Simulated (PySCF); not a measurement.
Magnetic shielding above rings: a mixed set.

Definitions: NICS(0) = −σiso at the ring centroid; NICS(1) = −σiso and NICS(1)zz = −σzz at ±1 Å along the ring normal z. Level: GIAO PBE0/pcSseg-1 (PySCF, non-relativistic, gas phase) on the GFN2-xTB geometries, one conformer each. Atom numbers follow the mapped SMILES.

Problem. Order these rings by mean NICS(1)zz, lowest (most negative) first (ppm).
A. ring C4–C5–O6–C7–C8–O9 in `[CH3:1][C:2]#[C:3][C:4]1=[CH:5][O:6][CH:7]=[CH:8][O:9]1`
B. ring C3–P4–C5–P6–C7–P10 in `[CH:1]#[C:2][c:3]1[p:4][cH:5][p:6][c:7]([CH:8]=[CH2:9])[p:10]1`
C. ring C2–C3–C4–C5–C9–C10 in `[Cl:1][c:2]1[cH:3][cH:4][c:5]([P:6]2[CH2:7][CH2:8]2)[cH:9][cH:10]1`
D. ring C4–C5–C6–C7–N8–C10 in `[O:1]=[CH:2][O:3][c:4]1[cH:5][cH:6][cH:7][n+:8]([O-:9])[cH:10]1`
E. ring C3–C4–O6–C7–C8 in `[CH3:1][O:2][C@H:3]1[C:4](=[O:5])[O:6][CH:7]=[C:8]1[C:9]#[N:10]`
F. ring C4–C5–C6–C7–C8 in `[CH:1]1=[CH:2][C:3]([CH:4]2[CH2:5][CH2:6][CH2:7][CH2:8]2)=[CH:9][CH2:10]1`

Solution. C (-26.1), D (-20.3), B (-19.0), F (-2.8), E (-1.5), A (22.3).

```json
{"SMILES": "Clc1ccc(P2CC2)cc1", "ring": "6-membered carbocycle; formal bonds all aromatic", "NICS(0)": "-9.2", "NICS(1)": "-11.2", "NICS(1)zz": "-26.1", "HOMA": "1.00", "rms pucker (Å)": "0.01", "ring atoms with four or more neighbours": "0"}
{"SMILES": "O=COc1ccc[n+]([O-])c1", "ring": "6-membered ring with N; formal bonds all aromatic", "NICS(0)": "-7.9", "NICS(1)": "-8.5", "NICS(1)zz": "-20.3", "HOMA": "0.98", "rms pucker (Å)": "0.00", "ring atoms with four or more neighbours": "0"}
{"SMILES": "C#Cc1pcpc(C=C)p1", "ring": "6-membered ring with 3 P; formal bonds all aromatic", "NICS(0)": "-5.2", "NICS(1)": "-8.5", "NICS(1)zz": "-19.0", "HOMA": "0.73", "rms pucker (Å)": "0.00", "ring atoms with four or more neighbours": "0"}
{"SMILES": "C1=CC(C2CCCC2)=CC1", "ring": "5-membered carbocycle; formal bonds all single", "NICS(0)": "-5.2", "NICS(1)": "-3.7", "NICS(1)zz": "-2.8", "HOMA": "–", "rms pucker (Å)": "0.18", "ring atoms with four or more neighbours": "5"}
{"SMILES": "CO[C@H]1C(=O)OC=C1C#N", "ring": "5-membered ring with O; formal bonds 1 double, 4 single", "NICS(0)": "-2.3", "NICS(1)": "-2.8", "NICS(1)zz": "-1.5", "HOMA": "–", "rms pucker (Å)": "0.00", "ring atoms with four or more neighbours": "1"}
{"SMILES": "CC#CC1=COC=CO1", "ring": "6-membered ring with 2 O; formal bonds 2 double, 4 single", "NICS(0)": "8.7", "NICS(1)": "5.5", "NICS(1)zz": "22.3", "HOMA": "-0.91", "rms pucker (Å)": "0.00", "ring atoms with four or more neighbours": "0"}
```

NICS(0) ties some rings at the printed digit and otherwise keeps the order. The isotropic NICS(1) ties some rings at the printed digit and otherwise keeps the order. Over the 4 rings with a HOMA value its correlation coefficient with NICS(1)zz is -0.99. HOMA uses Krygowski's 1993 parameters; it is left out where a ring has a four-coordinate atom, a triple bond, no multiple bond or a kind of bond without parameters. NICS(1) and NICS(1)zz are means over the two faces.
